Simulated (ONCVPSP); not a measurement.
**Which change was made? (W, ONCV)**

W (Z = 74), optimised norm-conserving Vanderbilt (ONCV), made with ONCVPSP 4.0.1 (PBE, scalar-relativistic). Core [Kr] 4d10 4f14, reference 5s2 5p6 5d4 6s2. Waves: 5s+6s: rc 1.95 bohr, ncon 4, nbas 9, qcut 6.9 1/bohr, 2 projectors; 5p: rc 1.85 bohr, ncon 4, nbas 7, qcut 9.2 1/bohr, 2 projectors, debl 1 Ha; 5d: rc 2.25 bohr, ncon 4, nbas 8, qcut 6 1/bohr, 1 projector; f scattering state at 0.24 Ha: rc 1.85 bohr, ncon 4, nbas 8, qcut 7 1/bohr, local. Local part: the f channel. Core correction: none.

In the p channel the program set the typed energies aside and used -1.588, 0.250 Ha.

Cutoffs, loose and tight: the cutoffs (Ha) at which the residual kinetic energy of the hardest occupied pseudo-wave falls to 1 and 0.1 mHa per electron. They do not see the model core or the augmentation charge, which bear on the density cutoff. Test errors are all-electron minus pseudo excitation energies from the reference, over the configurations 5s2 5p6 5d4 6s1; 5s2 5p6 5d4 6s0; 5s2 5p6 5d3 6s0; 5s2 5p6 5d4.5 6s1.5; variants that change the core or the reference have their own tests.

The base gives: outcome: generated, projector energies reset by the program; cutoff, loose: 23 Ha; cutoff, tight: 29 Ha; bound ghosts: none; GHOST(+) flags above zero: s, d; largest test error (meV): -43.

After one change the result is: outcome: generated, projector energies reset by the program; cutoff, loose: 27 Ha; cutoff, tight: 33 Ha; bound ghosts: s; GHOST(+) flags above zero: d; largest test error (meV): -37. Which change was it?
A. s: qcut 8.1; p: qcut 10.7; d: qcut 7; f: qcut 8.2
B. p: qcut 7.1
C. core [Kr] 4d10, valence charge 28; reference 4f14 5s2 5p6 5d4 6s1.5; waves now 5s+6s: rc 2.05 bohr, ncon 4, nbas 7, qcut 6.9 1/bohr, 3 projectors, debl 0.4 Ha; 5p: rc 1.85 bohr, ncon 4, nbas 8, qcut 7.1 1/bohr, 2 projectors, debl 3.5 Ha; 5d: rc 2.70 bohr, ncon 4, nbas 9, qcut 6.7 1/bohr, 2 projectors, debl 2.9 Ha; 4f: rc 0.85 bohr, ncon 4, nbas 9, qcut 24 1/bohr, local

A. The others give: p: qcut 7.1 → outcome: generated, projector energies reset by the program; cutoff, loose: 15 Ha; cutoff, tight: 19 Ha; bound ghosts: none; GHOST(+) flags above zero: s, d; largest test error (meV): -42 | core [Kr] 4d10, valence charge 28; reference 4f14 5s2 5p6 5d4 6s1.5; waves now 5s+6s: rc 2.05 bohr, ncon 4, nbas 7, qcut 6.9 1/bohr, 3 projectors, debl 0.4 Ha; 5p: rc 1.85 bohr, ncon 4, nbas 8, qcut 7.1 1/bohr, 2 projectors, debl 3.5 Ha; 5d: rc 2.70 bohr, ncon 4, nbas 9, qcut 6.7 1/bohr, 2 projectors, debl 2.9 Ha; 4f: rc 0.85 bohr, ncon 4, nbas 9, qcut 24 1/bohr, local → outcome: generated; cutoff, loose: 217 Ha; cutoff, tight: 239 Ha; bound ghosts: s, p, d; GHOST(+) flags above zero: s; largest test error (meV): -13.
